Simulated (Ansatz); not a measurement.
NbF₄, 5 atoms. Hardware: 4 threads of Arm Neoverse V1 on a shared host.

In the def2 sets Nb takes a core potential; there is no spin–orbit coupling. Correlated methods freeze 4 core orbitals; core or outer-core shells of Nb are correlated, in sets that lack core-valence functions.

(1) How many basis functions does each of these Ansatz runs have, and roughly what does it cost? PBE0-D4/def2-TZVP, charge 1 singlet, energy, from earlier orbitals; PBE0-D4/def2-SVP, charge 0 doublet, energy, from earlier orbitals; LC-ωPBE (ω = 0.15 bohr⁻¹)/def2-SVP, charge 1 singlet at the geometry of the charge 0 doublet, energy, from earlier orbitals; LDA (SPW92)/def2-TZVP, charge 1 triplet at the geometry of the charge 0 doublet, energy, from earlier orbitals; RPA@PBE/def2-TZVP, charge 0 doublet, energy, from earlier orbitals; ωB97M-V/def2-TZVP, charge 0 doublet, energy, from earlier orbitals; PBE0-D4/def2-TZVP, charge 0 doublet, energy and forces, from earlier orbitals; PBE-D4/def2-TZVP, charge 1 singlet at the geometry of the charge 0 doublet, energy, from earlier orbitals; LC-ωPBE (ω = 0.20 bohr⁻¹)/def2-SVP, charge 0 doublet, energy, from earlier orbitals; PBE0-D4/def2-TZVP, charge 1 triplet at the geometry of the charge 0 doublet, energy; r2SCAN-D4/def2-TZVP, charge 0 doublet, energy, from earlier orbitals; LC-ωPBE (ω = 0.20 bohr⁻¹)/def2-SVP, charge 1 singlet at the geometry of the charge 0 doublet, energy, from earlier orbitals.

Results:

(1) Other jobs shared the machine, so times can vary by a factor of up to 3. A dash marks memory too small to be measured apart from the calling script's.

```json
{"run": "LC-ωPBE (ω = 0.15 bohr⁻¹)/def2-SVP, charge 1 singlet at the geometry of the charge 0 doublet, energy, from earlier orbitals", "functions": "87", "fitting or Cholesky vectors": "869", "wall time": "0.8 s", "peak host memory (GiB)": "–"}
{"run": "LC-ωPBE (ω = 0.20 bohr⁻¹)/def2-SVP, charge 1 singlet at the geometry of the charge 0 doublet, energy, from earlier orbitals", "functions": "87", "fitting or Cholesky vectors": "869", "wall time": "0.85 s", "peak host memory (GiB)": "–"}
{"run": "PBE-D4/def2-TZVP, charge 1 singlet at the geometry of the charge 0 doublet, energy, from earlier orbitals", "functions": "164", "fitting or Cholesky vectors": "942", "wall time": "1.1 s", "peak host memory (GiB)": "–"}
{"run": "LDA (SPW92)/def2-TZVP, charge 1 triplet at the geometry of the charge 0 doublet, energy, from earlier orbitals", "functions": "164", "fitting or Cholesky vectors": "942", "wall time": "1.4 s", "peak host memory (GiB)": "–"}
{"run": "PBE0-D4/def2-TZVP, charge 1 singlet, energy, from earlier orbitals", "functions": "164", "fitting or Cholesky vectors": "995", "wall time": "1.4 s", "peak host memory (GiB)": "–"}
{"run": "PBE0-D4/def2-SVP, charge 0 doublet, energy, from earlier orbitals", "functions": "87", "fitting or Cholesky vectors": "831", "wall time": "1.6 s", "peak host memory (GiB)": "–"}
{"run": "LC-ωPBE (ω = 0.20 bohr⁻¹)/def2-SVP, charge 0 doublet, energy, from earlier orbitals", "functions": "87", "fitting or Cholesky vectors": "869", "wall time": "1.8 s", "peak host memory (GiB)": "–"}
{"run": "PBE0-D4/def2-TZVP, charge 0 doublet, energy and forces, from earlier orbitals", "functions": "164", "fitting or Cholesky vectors": "995", "wall time": "3.3 s", "peak host memory (GiB)": "–"}
{"run": "RPA@PBE/def2-TZVP, charge 0 doublet, energy, from earlier orbitals", "functions": "164", "fitting or Cholesky vectors": "1189", "wall time": "4.2 s", "peak host memory (GiB)": "–"}
{"run": "r2SCAN-D4/def2-TZVP, charge 0 doublet, energy, from earlier orbitals", "functions": "164", "fitting or Cholesky vectors": "942", "wall time": "4.5 s", "peak host memory (GiB)": "–"}
{"run": "PBE0-D4/def2-TZVP, charge 1 triplet at the geometry of the charge 0 doublet, energy", "functions": "164", "fitting or Cholesky vectors": "995", "wall time": "9.5 s", "peak host memory (GiB)": "0.62"}
{"run": "ωB97M-V/def2-TZVP, charge 0 doublet, energy, from earlier orbitals", "functions": "164", "fitting or Cholesky vectors": "966", "wall time": "9.5 s", "peak host memory (GiB)": "0.68"}
```
